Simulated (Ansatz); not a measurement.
`C=C1OB1[SeH]`, relaxed with RKS PBE-D4/def2-SVP in Ansatz from a rough embedded geometry. The force threshold is 0.03 eV/Å; the program also tests the step.

Total charge 0; spin multiplicity 1.

Start:

```xyz
8

C    -0.555    1.572   -0.134
C     0.109    0.529   -0.420
O     1.194   -0.061   -1.103
B     0.410   -0.893   -0.355
Se   -0.134   -2.753    0.378
H    -1.482    1.511    0.535
H    -0.316    2.580   -0.508
H     0.774   -2.485    1.608
```

Q: How much energy does the relaxation release, and in how many steps? (Estimate.)

A: The calculation gave: 112.30 kJ/mol, in 11 steps.

Q: Which bonds change most? (An estimate is asked.)

A: The calculation gave: B4–Se5 from 2.072 to 1.915 Å; Se5–H8 from 1.552 to 1.488 Å; C1–C2 from 1.268 to 1.332 Å; C2–O3 from 1.412 to 1.463 Å.

Q: Give the relaxed structure. (Estimate.)

A: Computed: 
```xyz
8

C    -0.659    1.738   -0.307
C    -0.205    0.505   -0.089
O     1.135   -0.056   -0.266
B     0.158   -0.905    0.204
Se   -0.067   -2.724    0.758
H    -1.718    1.966   -0.114
H    -0.002    2.537   -0.685
H     1.358   -3.062    0.499
```
